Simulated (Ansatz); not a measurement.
Basis sets compared for (CuBr)2 ring (Cu2Br2). Charge 0, multiplicity 1. Geometry r2SCAN-D4/def2-SVP. Ansatz on 4 threads of Arm Neoverse V1 on a shared host; times are rough, and most runs start from earlier orbitals.

Cartesian coordinates in Å:
```
Cu -0.239 -0.210 1.097
Br 0.023 -2.041 -0.385
Cu 0.239 0.210 -1.097
Br -0.023 2.041 0.385
```

The 6-31G sets use Cartesian d functions.

Binding counts from free atoms (Cu doublet, Br doublet) in the same basis, without a counterpoise term.

| level | functions | energy (Eh) | HOMO (eV) | LUMO (eV) | binding per atom (eV) | wall time |
| --- | --- | --- | --- | --- | --- | --- |
| HF/STO-3G | 72 | -8329.9877 | -5.21 | 0.76 | – | 3.4 s |
| HF/6-31G | 116 | -8421.5155 | -10.23 | 0.76 | 2.06 | 1.5 s |
| PBE-D4/def2-SVP | 126 | -8427.1423 | -4.97 | -2.40 | 2.57 | 1.7 s |
| PBE-D4/def2-TZVP | 186 | -8428.2673 | -5.58 | -2.82 | 2.29 | 2.7 s |
| r2SCAN-D4/def2-TZVP | 186 | -8429.4692 | -5.66 | -2.50 | 2.37 | 6 s |
| PBE0-D4/def2-SVP | 126 | -8427.3383 | -6.71 | -1.53 | 2.46 | 2.9 s |
| PBE0-D4/def2-TZVP (with forces) | 186 | -8428.4426 | -7.19 | -1.87 | 2.25 | 6.5 s |

(1) Estimate the rows for PBE-D4/def2-TZVPD, r2SCAN-D4/def2-TZVPD, PBE0-D4/def2-TZVPD.

Answers

(1) 
```tsv
level	functions	energy (Eh)	HOMO (eV)	LUMO (eV)	binding per atom (eV)	wall time
PBE-D4/def2-TZVPD	210	-8428.2700	-5.62	-2.89	2.30	3.8 s
r2SCAN-D4/def2-TZVPD	210	-8429.4712	-5.69	-2.56	2.38	7.5 s
PBE0-D4/def2-TZVPD	210	-8428.4446	-7.22	-1.95	2.26	8 s
```
